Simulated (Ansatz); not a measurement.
`[SiH3]C1=C(Br)C1`. The species carries charge 0 and has multiplicity 1. Geometry: relaxed with PBE0-D4/def2-TZVP.

```xyz
10

Si    1.624    0.232   -0.502
C    -0.123    0.098    0.038
C    -1.272    0.576    0.390
Br   -2.290    2.075    0.698
C    -1.261   -0.887    0.393
H     1.779   -0.435   -1.821
H     2.011    1.660   -0.610
H     2.494   -0.456    0.486
H    -1.211   -1.427    1.339
H    -1.751   -1.435   -0.411
```

Question: What is the dipole moment at PBE/def2-TZVPP? (An estimate is asked.)

Answer: The calculation gave: 0.54 D, with components (0.25, -0.47, -0.08) D in this frame, pointing from negative to positive charge.

Question: And with r2SCAN, B3LYP, ωB97M-V? (Best estimate.)

Answer: Ansatz gave: r2SCAN 0.61 D, B3LYP 0.61 D, ωB97M-V 0.60 D.

Question: Give the Mulliken charges with PBE, B3LYP, r2SCAN in def2-TZVPP. (Estimate.)

Answer: Ansatz gave: 
```csv
atom,PBE,B3LYP,r2SCAN
Si1,0.24,0.31,0.36
C2,-0.05,-0.06,-0.11
C3,-0.06,-0.08,-0.09
Br4,0.03,0.02,0.02
C5,-0.18,-0.19,-0.11
H6,-0.05,-0.06,-0.06
H7,-0.05,-0.06,-0.06
H8,-0.05,-0.06,-0.06
H9,0.08,0.09,0.06
H10,0.08,0.09,0.06
```

B3LYP here is the variant with VWN-RPA as its local correlation; programs differ in this.
